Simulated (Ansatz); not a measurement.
`[F][Zr]([Cl])([Cl])[Br]`, 5 atoms. The species carries charge 0 and has multiplicity 1. Correlated methods include outer-core shells of Br, Zr, which these sets cover unevenly. Scalar relativity is left out up to krypton. Zr takes the def2 core potential. All runs use 4 threads of an INTEL XEON PLATINUM 8581C on a shared host. Correlated methods freeze the cores.

Problem. How many basis functions does each run have, and how long does it take in Ansatz? RKS revPBE-D4/def2-TZVPP energy; RHF-CCSD(T)/def2-TZVPP energy; RKS PBE0-D4/def2-TZVP frequencies; RKS ωB97M-V/def2-SVP energy; RKS ωB97M-V/def2-QZVPP energy; RHF-MP2/def2-QZVPP energy; RKS BLYP-D4/def2-TZVPP energy; direct RPA on PBE orbitals/def2-TZVPP energy; RHF-CCSD(T)/def2-SVP energy; RKS B97M-V/def2-TZVPP energy; RKS ωB97X-V/def2-TZVPP energy; RKS PBE0-D4/def2-QZVPP energy. (Best estimate.)

Solution. Ansatz gave: Other jobs shared the machine, so times are rough.

| level | job | functions | wall time | peak host memory (GiB) |
| --- | --- | --- | --- | --- |
| RKS BLYP-D4/def2-TZVPP | energy | 219 | 1.5 s | 0.34 |
| RKS revPBE-D4/def2-TZVPP | energy | 219 | 1.6 s | 0.34 |
| RHF-CCSD(T)/def2-SVP | energy | 113 | 3.5 s | 0.48 |
| direct RPA on PBE orbitals/def2-TZVPP | energy | 219 | 3.7 s | 0.51 |
| RKS ωB97M-V/def2-SVP | energy | 113 | 4.3 s | 0.45 |
| RKS B97M-V/def2-TZVPP | energy | 219 | 4.6 s | 0.46 |
| RKS ωB97X-V/def2-TZVPP | energy | 219 | 6 s | 0.98 |
| RKS PBE0-D4/def2-QZVPP | energy | 367 | 6.5 s | 1.6 |
| RHF-MP2/def2-QZVPP | energy | 367 | 11 s | 1.7 |
| RKS ωB97M-V/def2-QZVPP | energy | 367 | 13 s | 1.9 |
| RHF-CCSD(T)/def2-TZVPP | energy | 219 | 36 s | 2.4 |
| RKS PBE0-D4/def2-TZVP | frequencies | 193 | 45 s | 0.68 |
